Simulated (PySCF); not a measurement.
# Correlation energy of Si⁺ (silicon, charge +1)

[Ne] 3s1 3p2, high-spin 4P determinant (an excited configuration). Calculation: PySCF 2.14, in x2c-QZVPPall with one added diffuse shell each of s, p, d, f type (10s7p5d3f1g, 86 functions); the spin-free X2C one-electron Hamiltonian (Gaussian nucleus). Frozen: [Ne]; 3 electrons correlated.

MP2 pair energies summed by pair of shells (mhartree):

| pair | energy | share (%) |
| --- | --- | --- |
| 3p-3p | -6.41 | 60.9 |
| 3s-3p | -4.12 | 39.1 |

Total MP2 correlation energy: -10.54 mhartree.

Same-spin part -10.54 and opposite-spin part 0.00 mhartree; SCS-MP2 scales them by 1/3 and 6/5 to -3.51 mhartree.
